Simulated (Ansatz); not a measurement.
A structure relaxed at PBE-D4/def2-SVPD in Ansatz, charge -1, doublet:

```xyz
6

Al   -0.3406    1.8812    0.2370
Al   -0.6767   -0.3120    1.5041
Al    0.3478   -1.8804   -0.2333
Al    0.6748    0.3118   -1.5051
F    -1.3789   -0.6354    3.0628
F     1.3737    0.6348   -3.0655
```

**Question.** Give its formula and point group.

**Answer.** the cluster Al4F2⁻. Point group D2h (tolerance 0.1 Å).

**Question.** Summarise the bond lengths by kind (pairs closer than 1.2 times the sum of covalent radii, bridged metal pairs left out).

**Answer.** 4 × Al–Al 2.56 Å; 2 × Al–F 1.74 Å.

Another isomer (doublet) lies 0.23 eV lower at PBE0-D4/def2-TZVPD; other spin states weren't run for this one.
